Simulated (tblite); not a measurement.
Compound: C5H11NO2Si.
Atom-mapped SMILES: `[OH:1][Si@@:2]1([C@@H:3]2[CH2:4][CH2:5][NH:6]2)[CH2:7][CH2:8][O:9]1` (hydrogens: H10 on O1; H11 on C3; H12, H13 on C4; H14, H15 on C5; H16 on N6; H17, H18 on C7; H19, H20 on C8)

Cartesian coordinates in Å at the GFN2-xTB level; atoms count from 1:
```
atom  x, y, z in Å
O1     0.5559   -1.8057   -1.2731
Si2    0.8659   -0.3372   -0.6562
C3    -0.7934    0.5905   -0.6571
C4    -1.6945    0.4773    0.5865
C5    -2.7759   -0.0695   -0.3496
N6    -1.7829   -0.2077   -1.4198
C7     2.0904   -0.2889    0.8034
C8     3.0189    0.3675   -0.2171
O9     2.1626    0.4179   -1.3645
H10   -0.3560   -1.9641   -1.5275
H11   -0.7181    1.6245   -1.0044
H12   -1.9280    1.4118    1.0905
H13   -1.3444   -0.2501    1.3133
H14   -3.2211   -1.0281   -0.0719
H15   -3.5775    0.6479   -0.5551
H16   -2.0478    0.1751   -2.3199
H17    1.8655    0.3446    1.6541
H18    2.4527   -1.2460    1.1596
H19    3.3264    1.3811    0.0404
H20    3.8962   -0.2298   -0.4636
```

Level: GFN2-xTB in tblite, geometry and Hessian alike; calculated harmonic values, unscaled, isolated species. The method is semi-empirical: single wavenumbers can be off by several per cent or more. One conformer, not necessarily the lowest.

Harmonic wavenumbers (cm⁻¹): 34.4, 75.7, 91.6, 117.7, 162.6, 184.9, 233.3, 289.9, 320.3, 404.4, 532.1, 631.9, 709.3, 728.3, 768.6, 806.6, 839.1, 863.4, 888.4, 910.6, 947.4, 992.1, 998.4, 1021.6, 1047.1, 1064.5, 1074.6, 1099.2, 1118.4, 1133.5, 1168.3, 1175.2, 1187.4, 1217.2, 1230.1, 1259.7, 1276.2, 1281.6, 1299.2, 1457.4, 1472.3, 1486.5, 1491.6, 2907.5, 2914.8, 2954.9, 2965.0, 2982.3, 3016.3, 3028.7, 3041.0, 3049.6, 3383.5, 3543.6.

A = 3024, B = 901.0, C = 830.8 MHz; mass 145.056 u (most abundant isotopes); point group C1, symmetry number 1.

What is the zero-point energy?

½Σν̃ = 35440 cm⁻¹ = 423.95 kJ/mol.

Entropy at 298.15 K, 1 bar (ideal gas, RRHO, classical rotation)?

Translation 170.93, rotation 122.77, vibration 127.51: S = 421.2 J/(mol K).

And Cp and H(298.15 K) − H(0)?

Cp = 161.64 J/(mol K), of which vibrations give 128.38 (their classical limit is 54 R = 449.0); H(298.15 K) − H(0) = 29.29 kJ/mol without the zero-point energy, 19.37 from vibrations.

What must be added to the electronic energy to get the Gibbs energy at 298.15 K and 1 bar?

ZPE + [H(298.15 K) − H(0)] − T·S = 423.95 + 29.29 − 125.58 = 327.66 kJ/mol.

Blend soft modes into free rotors: weight 1/[1 + (100 cm⁻¹/ν̃)⁴] for the oscillator and the rest for a rotor with moment μB/(μ + B), μ = h/(8π²ν), B = 10⁻⁴⁴ kg m². What vibrational entropy results?

115.66 J/(mol K) in place of 127.51, which changes −T·S at 298.15 K by +3.53 kJ/mol.

Which modes carry the vibrational entropy at 298.15 K?

34.4 cm⁻¹: 23.25; 75.7 cm⁻¹: 16.73; 91.6 cm⁻¹: 15.17; 117.7 cm⁻¹: 13.13; 162.6 cm⁻¹: 10.54; 184.9 cm⁻¹: 9.53 J/(mol K); the other 48 give 39.15 together.

Hindered rotation and anharmonicity are outside this model. Other conformers, if any are populated, would add a mixing term that is left out. The structure is chiral; the term R ln 2 for an equal mix with its mirror image is left out.

On an Intel Xeon at 2.70 GHz with one thread, on a shared host, this took 1.3 s wall. This covers the Hessian and the dipole derivatives.
